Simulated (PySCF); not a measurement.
## Be₂Se: from structure and modes to constants

Level of theory: PBE0/[Se def2-TZVP, Be def2-TZVP], no relativity, density fitting, PySCF.

The singlet minimum has C2v symmetry. Masses (u): Se 79.91652, Be 9.01218.

```xyz
3
charge 0 multiplicity 1, angstrom
Se    0.0000    0.0000   -0.3337
Be    0.9640    0.0000    1.4796
Be   -0.9640    0.0000    1.4796
```

Harmonic wavenumbers (cm⁻¹): 490.0 (b2, ×1), 535.1 (a1, ×1), 768.2 (a1, ×1).

(1) Find the principal moments of inertia and the rotational constants. What kind of rotor is it?

(2) What is the harmonic zero-point energy?

(3) Give the standard entropy (298.15 K, 1 bar) by its translational, rotational, vibrational and spin parts, and Cp.

Answers

(1) About the centre of mass I = 16.749, 48.357, 65.106 u Å². With B = 16.8576/I this gives 1.007, 0.3486, 0.2589 cm⁻¹. The molecule is an asymmetric top with κ = -0.76.

(2) Half the sum of all 3 wavenumbers, 1793/2 = 897 cm⁻¹, which is 10.7 kJ/mol (1 cm⁻¹ = 0.0119627 kJ/mol).

(3) Sackur–Tetrode with M = 97.94 u gives 166.0; rotation with symmetry number 2 gives 88.0; vibration 6.3; spin R ln 1 = 0.0. The total is 260.2 J/(mol K), and Cp = 4 R + 13.2 = 46.4 J/(mol K).

This need not be the most stable arrangement of these atoms.
